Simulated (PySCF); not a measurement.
# Reading the logs of faulty runs: AlGeH4N2 cation

All numbers below are calculated, not measured. The program is PySCF 2.14.0, an open-source quantum chemistry code, run on an isolated molecule that a program drew, which may never have been made. The molecule is AlGeH4N2 cation (charge +1, singlet), drawn as the SMILES string `[NH]=[Al][NH][GeH2+]`.

Each row is a Hartree-Fock (HF) and frozen-core CCSD(T) single point in the cc-pV(D+d)Z basis, meant for a local HF minimum. Run 1 is clean. Each other run has one planted mistake out of seven kinds, and not every kind appears here: one electron removed, one electron added, multiplicity raised by two, geometry at a saddle point, minimal basis STO-3G, one bond length entered in bohr, all coordinates scaled. The reference is restricted for singlets and unrestricted otherwise, and also for a bond in bohr. Adding or removing an electron swaps singlet and doublet. Electrons count all cores. HOMO and LUMO are orbital energies over both spins, the gradient is its largest component, and the lowest frequency (negative if imaginary) is given only where the gradient is small. Bond lengths are over the 7 bonds as drawn. T1 is the CCSD diagnostic: over 0.02 (restricted) or 0.045 (unrestricted) a single reference is doubtful. Germanium has the cc-pVDZ-PP basis, with a core potential (ECP10MDF) in place of its 10 inner electrons, and its 3s, 3p and 3d shells are frozen in CCSD(T).

Geometry of the clean run:
```xyz
8
AlGeH4N2 cation, angstrom
N    -2.4663    3.8774   -0.3119
Al   -2.1328    2.5286   -1.1090
N    -1.2579    0.9198   -1.0755
Ge   -0.2900    0.3010    0.2392
H    -2.9062    4.7682   -0.2383
H    -1.3137    0.3008   -1.8723
H     0.3557   -1.0517    0.0809
H    -0.1601    1.1686    1.4628
```

```
run  electrons  basis functions  <S^2>  HOMO (eV)  LUMO (eV)  gradient (hartree/bohr)  lowest frequency (cm^-1)  mean bond (Å)  longest bond (Å)      T1  HF (hartree)  CCSD(T) (hartree)                          mistake
  1         62               94  0.000     -12.98      -4.99                  2.2e-05                        52         1.4570             1.832  0.0310    -646.23003         -646.76430                         no fault
  2         62               94  1.081     -12.03      -4.38                  2.8e-02                         -         1.6606             3.027  0.0289    -646.19149         -646.67890  one bond length entered in bohr
  3         62               94  2.030     -10.26      -5.31                  1.3e-01                         -         1.4570             1.832  0.0224    -646.19524         -646.67512                                ?
  4         62               94  0.000     -13.19      -4.92                  2.8e-02                         -         1.4162             1.780  0.0285    -646.22222         -646.74734                                ?
```

**Which mistake was planted in run 3, and what did it cost?**

Electrons, basis and geometry are unchanged, and <S^2> is 2.030, beside S(S+1) = 2.00 for a multiplicity of 3. So the mistake is: multiplicity raised by two. Subtracting run 1 and multiplying by 627.51 kcal/mol a hartree, the energy moved by 21.8 kcal/mol in HF and 56.0 kcal/mol in CCSD(T).

**Which mistake was planted in run 4, and what did it cost?**

The mean and the longest bond both change by the same factor, 0.972, and the gradient is no longer small. So the mistake is: all coordinates scaled. Subtracting run 1 and multiplying by 627.51 kcal/mol a hartree, the energy moved by 4.9 kcal/mol in HF and 10.6 kcal/mol in CCSD(T).

Cautions from the logs. Run 1: T1 is over the limit, so its CCSD(T) energy is less reliable; run 4: T1 is over the limit, so its CCSD(T) energy is less reliable.
